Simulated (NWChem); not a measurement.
System: BAsH$_{3}$OF; SMILES OB(F)[AsH2]

Here is an NWChem input.

```
start job
memory heap 200 mb stack 900 mb global 1100 mb
geometry units angstroms noautosym nocenter noautoz
  B      0.006418     1.055691     0.003601
  As     0.010413    -1.015852    -0.049208
  H     -0.824133    -1.104113     1.237431
  H      1.337964    -1.137113     0.723322
  F     -1.179049     1.675697    -0.004759
  O      1.104834     1.851964    -0.047960
  H      1.936051     1.347567    -0.019136
end
basis spherical
  * library def2-tzvp
end
dft
  xc pbe0
  iterations 150
end
property
  efieldgrad
end
task dft property
```

Output (shortened):

```
             Northwest Computational Chemistry Package (NWChem) 7.3.0
             --------------------------------------------------------

                             Geometry "geometry" -> ""
                             -------------------------

 Output coordinates in angstroms (scale by  1.889725989 to convert to a.u.)

  No.       Tag          Charge          X              Y              Z
 ---- ---------------- ---------- -------------- -------------- --------------
    1 B                    5.0000     0.00641800     1.05569100     0.00360100
    2 As                  33.0000     0.01041300    -1.01585200    -0.04920800
    3 H                    1.0000    -0.82413300    -1.10411300     1.23743100
    4 H                    1.0000     1.33796400    -1.13711300     0.72332200
    5 F                    9.0000    -1.17904900     1.67569700    -0.00475900
    6 O                    8.0000     1.10483400     1.85196400    -0.04796000
    7 H                    1.0000     1.93605100     1.34756700    -0.01913600

 Effective nuclear repulsion energy (a.u.)     234.5918791913

                              NWChem Property Module
                              ----------------------

  itol2e modified to match energy
  convergence criterion.

                                 NWChem DFT Module
                                 -----------------

 Summary of "ao basis" -> "ao basis" (spherical)
 ------------------------------------------------------------------------------
       Tag                 Description            Shells   Functions and Types
 ---------------- ------------------------------  ------  ---------------------
 B                         def2-tzvp                11       31   5s3p2d1f
 As                        def2-tzvp                16       48   6s5p4d1f
 H                         def2-tzvp                 4        6   3s1p
 F                         def2-tzvp                11       31   5s3p2d1f
 O                         def2-tzvp                11       31   5s3p2d1f

  itol2e modified to match energy
  convergence criterion.

            General Information
            -------------------
          SCF calculation type: DFT
          Wavefunction type:  closed shell.
          No. of atoms     :     7
          No. of electrons :    58
           Alpha electrons :    29
            Beta electrons :    29
          Charge           :     0
          Spin multiplicity:     1
          Use of symmetry is: off; symmetry adaption is: off
          Maximum number of iterations: 150
          AO basis - number of functions:   159
                     number of shells:    61
          Convergence on energy requested:  1.00D-07
          Convergence on density requested:  1.00D-05
          Convergence on gradient requested:  5.00D-04

              XC Information
              --------------
                         PBE0 Method XC Functional
                     Hartree-Fock (Exact) Exchange  0.250
          PerdewBurkeErnzerhof Exchange Functional  0.750
            Perdew 1991 LDA Correlation Functional  1.000 local
           PerdewBurkeErnz. Correlation Functional  1.000 non-local

             Grid Information
             ----------------
          Grid used for XC integration:  fine
          Radial quadrature: Mura-Knowles
          Angular quadrature: Lebedev.
          Tag              B.-S. Rad. Rad. Pts. Rad. Cut. Ang. Pts.
          ---              ---------- --------- --------- ---------
          B                   0.85       70          10.0       590
          As                  1.15      140          10.0       974
          H                   0.35       60          11.0       590
          F                   0.50       70          11.0       590
          O                   0.60       70          11.0       590
          Grid pruning is: on
          Number of quadrature shells:   530
          Spatial weights used:  Erf1

      Superposition of Atomic Density Guess
      -------------------------------------

 Sum of atomic energies:       -2434.37383021

      Non-variational initial energy
      ------------------------------

 Total energy =   -2435.538092
 1-e energy   =   -3857.787193
 2-e energy   =    1187.657222
 HOMO         =      -0.297904
 LUMO         =       0.046834

   convergence    iter        energy       DeltaE   RMS-Dens  Diis-err
 ---------------- ----- ----------------- --------- --------- ---------
 d= 0,ls=0.0,diis     1  -2437.2123590006 -2.67D+03  5.52D-03  1.12D+00
 d= 0,ls=0.0,diis     2  -2437.1758374788  3.65D-02  3.01D-03  1.60D+00
 d= 0,ls=0.0,diis     3  -2437.3070837694 -1.31D-01  5.29D-04  5.84D-02
 d= 0,ls=0.0,diis     4  -2437.3111611171 -4.08D-03  1.82D-04  3.20D-03
 d= 0,ls=0.0,diis     5  -2437.3113595899 -1.98D-04  6.05D-05  5.45D-04
  Resetting Diis
 d= 0,ls=0.0,diis     6  -2437.3114058383 -4.62D-05  1.35D-05  2.06D-05
 d= 0,ls=0.0,diis     7  -2437.3114072523 -1.41D-06  1.09D-05  2.29D-06
 d= 0,ls=0.0,diis     8  -2437.3114071584  9.39D-08  5.14D-06  4.07D-06

         Total DFT energy =    -2437.311407158380
      One electron energy =    -3860.355376698781
           Coulomb energy =     1295.324694759627
    Exchange-Corr. energy =     -106.872604410551
 Nuclear repulsion energy =      234.591879191324

 Numeric. integr. density =       58.000001014083

                       DFT Final Molecular Orbital Analysis
                       ------------------------------------

 Vector   27  Occ=2.000000D+00  E=-3.811796D-01
              MO Center=  2.0D-01, -8.9D-01,  5.3D-01, r^2= 2.5D+00
   Bfn.  Coefficient  Atom+Function         Bfn.  Coefficient  Atom+Function
  ----- ------------  ---------------      ----- ------------  ---------------
    47      0.341777  2 As px                87      0.226425  4 H  s
    81     -0.209496  3 H  s                 41     -0.207521  2 As px
    50      0.190288  2 As px                86      0.135047  4 H  s
    88      0.131055  4 H  s                 80     -0.125934  3 H  s
    82     -0.108813  3 H  s                 98     -0.095520  5 F  py

 Vector   28  Occ=2.000000D+00  E=-3.412148D-01
              MO Center=  7.7D-02, -1.5D-01,  1.1D-01, r^2= 3.1D+00
   Bfn.  Coefficient  Atom+Function         Bfn.  Coefficient  Atom+Function
  ----- ------------  ---------------      ----- ------------  ---------------
    49      0.265611  2 As pz                48     -0.225363  2 As py
    52      0.184977  2 As pz                37     -0.173455  2 As s
    43     -0.161594  2 As pz                 7      0.159457  1 B  py
   129     -0.156900  6 O  py                98     -0.151435  5 F  py
    81      0.150415  3 H  s                 36     -0.142113  2 As s

 Vector   29  Occ=2.000000D+00  E=-2.838827D-01
              MO Center=  1.9D-02, -7.9D-01, -1.3D-01, r^2= 2.8D+00
   Bfn.  Coefficient  Atom+Function         Bfn.  Coefficient  Atom+Function
  ----- ------------  ---------------      ----- ------------  ---------------
    48      0.307338  2 As py                51      0.291898  2 As py
    49      0.264641  2 As pz                36     -0.257003  2 As s
    37     -0.255221  2 As s                 52      0.235461  2 As pz
    42     -0.183000  2 As py                43     -0.160862  2 As pz
     7     -0.148054  1 B  py                35      0.126474  2 As s

 Vector   30  Occ=0.000000D+00  E=-1.013078D-02
              MO Center=  2.8D-01,  9.8D-02,  3.5D-02, r^2= 4.6D+00
   Bfn.  Coefficient  Atom+Function         Bfn.  Coefficient  Atom+Function
  ----- ------------  ---------------      ----- ------------  ---------------
    37      0.753981  2 As s                 82     -0.643822  3 H  s
     4      0.565102  1 B  s                 52      0.441423  2 As pz
    88     -0.435942  4 H  s                156     -0.398169  7 H  s
    11      0.298445  1 B  pz                 5     -0.290770  1 B  s
     8      0.253918  1 B  pz                14      0.238802  1 B  pz

 Vector   31  Occ=0.000000D+00  E= 1.037884D-02
              MO Center=  3.7D-01, -4.9D-01,  2.5D-01, r^2= 4.9D+00
   Bfn.  Coefficient  Atom+Function         Bfn.  Coefficient  Atom+Function
  ----- ------------  ---------------      ----- ------------  ---------------
    88      1.019912  4 H  s                 50     -0.914408  2 As px
     4     -0.528707  1 B  s                 37     -0.501559  2 As s
   156      0.469809  7 H  s                 82     -0.448723  3 H  s
     5      0.433146  1 B  s                 47     -0.263789  2 As px
   134     -0.180541  6 O  px                41      0.171204  2 As px

[...]

          -----------------------
          Electric field gradient
          -----------------------

 1 a.u. = 0.324123 10**(16) esu/cm**3  ( or statvolts/cm**2 ) = 0.97174 10**(22) v/m**2

 ------------------------------------------------------------
   Atom      X         Y         Z
 ------------------------------------------------------------
    1 B    0.01213   1.99497   0.00680
 ------------------------------------------------------------

 Electric field gradient in molecular frame (a.u.)
         XX             YY             ZZ             XY             XZ             YZ
 ------------------------------------------------------------------------------------------
        0.139909       0.178607      -0.318516       0.041950      -0.007817      -0.015793

 Principal components (a.u.) and orientation
 of principal axis w.r.t. absolute frame                      Asymmetry parameter eta
 --------------------------------------------------------------------------------------
       -0.319110       0.206041       0.113069                       0.291347

        0.014232       0.538176       0.842713
        0.030513       0.842172      -0.538346
        0.999433      -0.033376       0.004436

 ------------------------------------------------------------
   Atom      X         Y         Z
 ------------------------------------------------------------
    2 As   0.01968  -1.91968  -0.09299
 ------------------------------------------------------------

 Electric field gradient in molecular frame (a.u.)
         XX             YY             ZZ             XY             XZ             YZ
 ------------------------------------------------------------------------------------------
       -1.395992       0.569714       0.826279       0.385962       0.456308       1.289295

 Principal components (a.u.) and orientation
 of principal axis w.r.t. absolute frame                      Asymmetry parameter eta
 --------------------------------------------------------------------------------------
        2.095837      -1.498606      -0.597231                       0.430079

        0.168617       0.985447      -0.021524
        0.660643      -0.096781       0.744435
        0.731518      -0.139744      -0.667347

 ------------------------------------------------------------
   Atom      X         Y         Z
 ------------------------------------------------------------
    3 H   -1.55739  -2.08647   2.33841
 ------------------------------------------------------------

 Electric field gradient in molecular frame (a.u.)
         XX             YY             ZZ             XY             XZ             YZ
 ------------------------------------------------------------------------------------------
        0.003191       0.073792      -0.076983      -0.004381       0.099438       0.016177

 Principal components (a.u.) and orientation
 of principal axis w.r.t. absolute frame                      Asymmetry parameter eta
 --------------------------------------------------------------------------------------
       -0.145259       0.078509       0.066750                       0.080949

       -0.556541       0.423408       0.714834
       -0.072256       0.832469      -0.549341
        0.827672       0.357382       0.432709

 ------------------------------------------------------------
   Atom      X         Y         Z
 ------------------------------------------------------------
    4 H    2.52839  -2.14883   1.36688
 ------------------------------------------------------------

 Electric field gradient in molecular frame (a.u.)
         XX             YY             ZZ             XY             XZ             YZ
 ------------------------------------------------------------------------------------------
       -0.092766       0.070912       0.021854       0.012172      -0.089124       0.014712

 Principal components (a.u.) and orientation
 of principal axis w.r.t. absolute frame                      Asymmetry parameter eta
 --------------------------------------------------------------------------------------
       -0.142889       0.078564       0.064325                       0.099649

        0.873413      -0.262620      -0.410098
       -0.082747       0.749845      -0.656419
        0.479898       0.607259       0.633193

 ------------------------------------------------------------
   Atom      X         Y         Z
 ------------------------------------------------------------
    5 F   -2.22808   3.16661  -0.00899
 ------------------------------------------------------------

 Electric field gradient in molecular frame (a.u.)
         XX             YY             ZZ             XY             XZ             YZ
 ------------------------------------------------------------------------------------------
       -0.787796       0.551326       0.236470       1.047112      -0.025540      -0.013499

 Principal components (a.u.) and orientation
 of principal axis w.r.t. absolute frame                      Asymmetry parameter eta
 --------------------------------------------------------------------------------------
       -1.361275       1.125301       0.235974                       0.653304

        0.877134       0.480227       0.004283
       -0.480143       0.876725       0.028568
        0.009964      -0.027114       0.999583

 ------------------------------------------------------------
   Atom      X         Y         Z
 ------------------------------------------------------------
    6 O    2.08783   3.49970  -0.09063
 ------------------------------------------------------------

 Electric field gradient in molecular frame (a.u.)
         XX             YY             ZZ             XY             XZ             YZ
 ------------------------------------------------------------------------------------------
       -1.138764       0.434561       0.704204       0.374906      -0.013498       0.021927

 Principal components (a.u.) and orientation
 of principal axis w.r.t. absolute frame                      Asymmetry parameter eta
 --------------------------------------------------------------------------------------
       -1.223701       0.706186       0.517516                       0.154180

        0.975314       0.012569       0.220466
       -0.220626       0.097679       0.970455
        0.009338       0.995139      -0.098041

 ------------------------------------------------------------
   Atom      X         Y         Z
 ------------------------------------------------------------
    7 H    3.65861   2.54653  -0.03616
 ------------------------------------------------------------

 Electric field gradient in molecular frame (a.u.)
         XX             YY             ZZ             XY             XZ             YZ
 ------------------------------------------------------------------------------------------
       -0.280589       0.045404       0.235184       0.288991      -0.016385       0.010188

 Principal components (a.u.) and orientation
 of principal axis w.r.t. absolute frame                      Asymmetry parameter eta
 --------------------------------------------------------------------------------------
       -0.449924       0.235741       0.214183                       0.047914

        0.863147      -0.011809       0.504814
       -0.504168       0.035560       0.862873
        0.028141       0.999298      -0.024740
```

Level: PBE0/def2-TZVP. All runs use the structure optimised with PBE-D3(BJ)/def2-SVP. NWChem prints the field gradient with the sign opposite to the second derivative of the potential.
